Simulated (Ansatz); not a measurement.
Input for Ansatz (a quantum-chemistry and plane-wave program): U-B3LYP/aug-cc-pV(T+d)Z on BeClF (SMILES [F][Be][Cl]), a point of a bond scan (R = 1.991 Å). Files ending in .json are basis or fitting sets from the Basis Set Exchange.

Ansatz 0.2 input:
```yaml
crystal:
  periodic: [false, false, false]
  atoms:
    - {symbol: Be, position_ang: [-0.00000000, -0.00000000, -0.61301342]}
    - {symbol: F, position_ang: [-0.00000000, -0.00000000, -1.98830246]}
    - {symbol: Cl, position_ang: [0.00000000, 0.00000000, 1.37785743]}
basis:
  gaussian:
    orbitals: aug-cc-pV_T+d_Z.json
hamiltonian:
  xc: {name: B3LYP}
magnetization: {spin_polarized: true, initial_magnetization: 0}
```

The log:

```
WARN ansatz: RAYON_NUM_THREADS=1 ignored (pool sized by the plan → 1); use --threads N
Functional definition: B3LYP
integrals: 0.05 GiB planned
778 factors; their error is unknown
mean field: 0.62 GiB planned
mean field evaluation 1: about -15644.6858 eV, gradient 3.0e1 eV
mean field evaluation 2: about -15637.5526 eV, gradient 5.8e1 eV
mean field evaluation 4: about -15647.3549 eV, gradient 1.7e0 eV
mean field evaluation 8: about -15647.3666 eV, gradient 8.6e-3 eV
mean field evaluation 16: about -15647.3486 eV, gradient 2.1e-5 eV
mean field -15647.34863417 eV, -575.0294561518 hartree, gradient 2.1e-5 eV, S^2 0.000000; 0 other end points of the search recorded, 0 dependent functions left out
reference -15647.34886761 eV, -575.0294647307 hartree; 15, 15 occupied and 132, 132 virtual orbitals, 778 factors
Total energy: -15647.34886761 eV, -575.0294647307 hartree
```

The calculation finished and met its thresholds.

Cost: around 5 core-seconds (rough).
